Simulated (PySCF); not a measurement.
# Cd²⁺: excitation energy

Cd²⁺ [Kr] 4d10 (1S) → Cd²⁺ [Kr] 4d9 5p1 (high-spin determinant), as a difference of total energies. Computed with PySCF 2.14 in aug-cc-pwCVTZ-PP with ECP28MDF (8s8p7d4f3g, 122 functions), with a scalar-relativistic core potential. Correlated levels: valence: 4s2 4p6 frozen; valence and next inner shell: nothing frozen outside the core potential. The calculations carry no spin-orbit coupling.

| method | excitation energy (cm⁻¹) |
| --- | --- |
| UHF | 131050 |
| LDA | 133720 |
| PBE | 131960 |
| PBE0 | 133730 |
| r2SCAN | 132730 |
| CAM-B3LYP | 133300 |
| BLYP | 130700 |
| B3LYP | 132620 |
| MP2 (valence) | 141180 |
| SCS-MP2 (valence) | 140930 |
| MP2 (valence and next inner shell) | 138870 |
| SCS-MP2 (valence and next inner shell) | 138400 |

The determinant of the upper state mixes LS terms, which raises its energy above the lowest term, most at the Hartree-Fock and MP2 levels.
